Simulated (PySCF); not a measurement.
r2SCAN0 on Fe- (iron, charge -1), [Ar] 3d7 4s2, high-spin 4F determinant. All numbers are calculated (PySCF 2.14, no relativity, point nucleus, in aug-cc-pwCVTZ).

```
cycle= 1 E= -1263.64327499889  delta_E= -0.0178  |g|= 0.127  |ddm|=  1.4
cycle= 2 E= -1263.63037026986  delta_E= 0.0129  |g|= 0.287  |ddm|= 0.45
cycle= 3 E= -1263.64706324722  delta_E= -0.0167  |g|= 0.00416  |ddm|= 0.21
cycle= 4 E= -1263.64711430259  delta_E= -5.11e-05  |g|= 0.0067  |ddm|= 0.0524
cycle= 5 E= -1263.64714524957  delta_E= -3.09e-05  |g|= 0.00104  |ddm|= 0.0356
cycle= 6 E= -1263.64715767719  delta_E= -1.24e-05  |g|= 0.000689  |ddm|= 0.0345
cycle= 7 E= -1263.64715903607  delta_E= -1.36e-06  |g|= 0.000106  |ddm|= 0.0126
cycle= 8 E= -1263.64715908286  delta_E= -4.68e-08  |g|= 2.34e-05  |ddm|= 0.00278
cycle= 9 E= -1263.64715908341  delta_E= -5.44e-10  |g|= 2.1e-06  |ddm|= 0.000569
converged SCF energy = -1263.64715908341  <S^2> = 3.827957  2S+1 = 4.0387904
```

Highest occupied orbital energy: 0.991 eV; ⟨L²⟩ = 12.04; populations by l: s 8.00, p 12.00, d 7.00, f 0.00.

Problem. Can this result be used?

Solution. With care. The run converged. ⟨S²⟩ = 3.83 against 3.75 shows spin contamination. At r2SCAN0 the highest occupied level has a positive energy, so only the finite basis holds that electron; in a semilocal or global hybrid functional this comes from self-interaction and does not mean that the real anion is unbound.
